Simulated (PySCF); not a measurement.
C₆ coefficients of unlike pairs at UHF

Calculated with PySCF 2.14 from the dipole response of each species, C₆(A,B) = (3/π) ∫ α_A(iu) α_B(iu) du, in atomic units, from isotropic polarisabilities. For ions this is the dispersion term alone; charge-induced terms of lower order in 1/R come first.

| species | configuration | basis | relativity | α (bohr³) | C₆ (like pair) |
| --- | --- | --- | --- | --- | --- |
| I | [Kr] 4d10 5s2 5p5 (2P) | x2c-QZVPPall with one added diffuse shell each of s, p, d, f type (14s10p8d5f1g) | spin-free X2C | 31.88 | 345.4 |
| Ne³⁺ | [He] 2s2 2p3 (4S) | aug-cc-pVQZ (6s5p4d3f2g) | none | 0.7144 | 0.6124 |
| As | [Ar] 3d10 4s2 4p3 (4S) | x2c-TZVPPall with one added diffuse shell each of s, p, d type (7s6p5d1f) | spin-free X2C | 30.90 | 264.5 |
| Hf | [Xe] 4f14 5d2 6s2 (3F) | aug-cc-pwCVDZ-PP with ECP60MDF (6s6p5d3f) | core potential | 121.8 | 1736 |

Task: Estimate C₆ for Hf with I.

Result: The integral gives 697.4. The combination rule 2 C_A C_B / (C_A α_B/α_A + C_B α_A/α_B) gives 676.1 and the geometric mean 774.4.

No spin-orbit coupling is included.

The other pairs:

```json
{"pair": "Ne³⁺, I", "C₆": "12.26"}
{"pair": "Hf, As", "C₆": "633.6"}
{"pair": "Hf, Ne³⁺", "C₆": "20.48"}
{"pair": "As, Ne³⁺", "C₆": "9.941"}
{"pair": "As, I", "C₆": "300.2"}
```
